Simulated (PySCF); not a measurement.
In(Me)2(Et) (C₄H₁₁In), SMILES C[CH2][In]([CH3])[CH3].

Geometry optimised at PBE0-D3(BJ)/def2-SVP. The isomer is the one that the SMILES or the coordinates give; other isomers of the formula were not compared. The def2 effective core potentials stand for the cores of In; spin–orbit coupling is left out. One conformer was computed; it need not be the lowest.

Computed with C-PCM-ωB97X/def2-SVP (PySCF).

The values are the electrostatic part of the solvation free energy, E(continuum) − E(gas) at the gas-phase geometry, in a cavity of scaled van der Waals radii (PySCF's table); cavitation and dispersion terms are not included. A continuum can't describe solvent molecules that bind to the metal. In vacuum the orbital gap is 9.81 eV. The dipole moment in vacuum is 0.14 D.

Computed values in water (ε = 78.36), dimethylsulfoxide (ε = 46.83), acetonitrile (ε = 35.69):
```
solvent                ε  ΔG(elec) (kcal/mol)  dipole (D)  gap (eV)
-----------------  -----  -------------------  ----------  --------
water              78.36                 -2.4        0.18     10.11
dimethylsulfoxide  46.83                 -2.4        0.18     10.11
acetonitrile       35.69                 -2.4        0.18     10.11
```
